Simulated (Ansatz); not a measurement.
Basis sets compared for the cluster Be5Se4⁺. Charge 1, multiplicity 2. Geometry r2SCAN-D4/def2-SVP. Ansatz on 4 threads of Intel Xeon 6975P-C on a shared host; times are rough, and most runs start from earlier orbitals.

| atom | x (Å) | y (Å) | z (Å) |
| --- | --- | --- | --- |
| Be1 | -0.979 | -1.753 | 0.137 |
| Be2 | 1.063 | 1.548 | -0.428 |
| Be3 | 0.131 | 0.422 | 1.284 |
| Be4 | -1.872 | 0.523 | -0.521 |
| Be5 | 1.858 | -0.480 | 0.158 |
| Se6 | -2.497 | -1.300 | -1.109 |
| Se7 | -0.868 | 2.108 | 0.407 |
| Se8 | 0.611 | -1.659 | 1.496 |
| Se9 | 2.554 | 0.590 | -1.425 |

The structure comes from a short search, and lower isomers may exist.

```tsv
level	functions	energy (Eh)	HOMO (eV)	LUMO (eV)	wall time
PBE-D4/def2-SVP	173	-9677.2175	-9.08	-8.35	2.9 s
PBE0-D4/def2-SVP	173	-9677.5498	-9.96	-7.68	6 s
```

(1) Estimate the rows for PBE-D4/def2-TZVP (with forces), PBE0-D4/def2-TZVP.

Answers

(1) 
| level | functions | energy (Eh) | HOMO (eV) | LUMO (eV) | wall time |
| --- | --- | --- | --- | --- | --- |
| PBE-D4/def2-TZVP (with forces) | 287 | -9678.4717 | -8.94 | -8.13 | 6.5 s |
| PBE0-D4/def2-TZVP | 287 | -9678.8076 | -9.80 | -7.40 | 16 s |
